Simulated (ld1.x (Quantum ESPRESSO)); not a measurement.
What one change does to a pseudopotential (N (Z = 7), TM)

* Element: nitrogen (N)
* Generator: ld1.x (Quantum ESPRESSO) 7.5
* Type: norm-conserving Troullier–Martins (Kleinman–Bylander form)
* Functional: PBE
* Relativity: scalar-relativistic
* Frozen core: [He]
* Valence charge: 5
* Reference configuration: 2s1.5 2p3.5
* Partial waves: 2s (bound): rc 0.75 bohr; 3d channel at 0.15 Ry: rc 1.65 bohr; 2p (bound): rc 1.55 bohr
* Local potential: the p channel
* Core correction: a·sin(br)/r model core inside 0.35 bohr

All-electron outer shells of the reference configuration (PBE, scalar-relativistic, ld1.x):

| shell | level (eV) | outermost node (bohr) | outermost maximum (bohr) |
| --- | --- | --- | --- |
| 1s | -385.14 | – | 0.15 |
| 2s | -18.81 | 0.32 | 1.02 |
| 2p | -7.30 | – | 0.97 |

Change: wave 2p (bound): rc 1.55 bohr becomes 2p (bound): rc 1.38 bohr.

Cutoffs: the cutoffs (Ry, on a coarse ladder) from which the occupation-weighted sum of valence levels, in a spherical-Bessel basis at the reference potential, stays within 10 and 1 mRy of its value at 400 Ry; they do not see the model core or the augmentation charge, which bear on the density cutoff. Errors are all-electron minus pseudo energies relative to the spin-unpolarised reference configuration.

**Question.** What does the change do?

**Answer.** The potential gets neither clearly harder nor softer (90 Ry and 160 Ry → 90 Ry and 160 Ry); of the 7 tests that both files solve, the error grows in 2 and shrinks in 5 by more than 15 % and 0.3 meV (median size 21.0 → 15.0 meV); neither file shows a bound ghost.

```tsv
quantity	base	changed
cutoff, loose	90 Ry	90 Ry
cutoff, tight	160 Ry	160 Ry
loose cutoff by channel (10 mRy a level)	s 50 Ry, p 45 Ry	s 50 Ry, p 50 Ry
bound ghosts	none	none
error for 2s2 2p3, meV [ΔE -5.75 eV]	+1.5	+1.9
error for 2s2 2p2, meV [ΔE 7.84 eV]	+21	+15
error for 2s2 2p1, meV [ΔE 36.70 eV]	+148	+102
error for 2s1 2p4, meV [ΔE 5.76 eV]	+1.6	+2.0
error for 2s1 2p0, meV [ΔE 161.60 eV]	+1154	+806
error for 2s2 2p3.3, meV [ΔE -7.37 eV]	-1.1	+0.3
error for 2s2 2p0, meV [ΔE 83.78 eV]	+677	+472
s: phases at 1.80 bohr within 0.05 rad from the reference energy up to (Ry; the scan ends near 5)	3.9	to the end of the scan
p: phases at 1.80 bohr within 0.05 rad from the reference energy up to (Ry; the scan ends near 5)	2.9	3.3
d: phases at 1.80 bohr within 0.05 rad from the reference energy up to (Ry; the scan ends near 5)	to the end of the scan	to the end of the scan
```
